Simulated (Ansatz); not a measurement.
Start from `C=C([SiH3])[SeH]` and change one atom or group to get `C=C([SiH3])BC`.

Ansatz, PBE0-D4/def2-TZVP geometries, multiplicity 1. Each molecule was computed in one conformer, which needn't be the lowest.

Scalar relativity is left out up to krypton.

```
                                          property  `C=C([SiH3])[SeH]`
             LUMO energy (ωB97M-V/def2-TZVPP) / eV                1.39
               LUMO energy (B3LYP/def2-TZVPP) / eV               -0.86
                LUMO energy (PBE0/def2-TZVPP) / eV               -0.67
    size of the dipole moment (PBE/def2-TZVPP) / D                0.47
           HOMO–LUMO gap (ωB97M-V/def2-TZVPP) / eV               10.06
size of the dipole moment (ωB97M-V/def2-TZVPP) / D                0.63
```

**Question.** Give the same properties after the change, and the shifts. (Best estimate.)

**Answer.** Computed: 
| property | `C=C([SiH3])BC` | shift |
| --- | --- | --- |
| LUMO energy (ωB97M-V/def2-TZVPP) / eV | 0.20 | -1.19 |
| LUMO energy (B3LYP/def2-TZVPP) / eV | -2.05 | -1.19 |
| LUMO energy (PBE0/def2-TZVPP) / eV | -1.85 | -1.18 |
| size of the dipole moment (PBE/def2-TZVPP) / D | 0.53 | 0.06 |
| HOMO–LUMO gap (ωB97M-V/def2-TZVPP) / eV | 10.62 | 0.56 |
| size of the dipole moment (ωB97M-V/def2-TZVPP) / D | 0.62 | -0.01 |

With PBE0 the HOMO falls by 1.64 eV and the LUMO falls by 1.18 eV, so the gap widens by about 0.46 eV. PBE moves the HOMO by -1.39 eV and ωB97M-V by -1.75 eV. Dipoles are sizes alone; their direction can turn.

B3LYP here is the variant with VWN-RPA as its local correlation; programs differ in this.

Spin–orbit coupling is left out; it splits and shifts lone-pair levels of the heavy atoms by tenths of an eV.
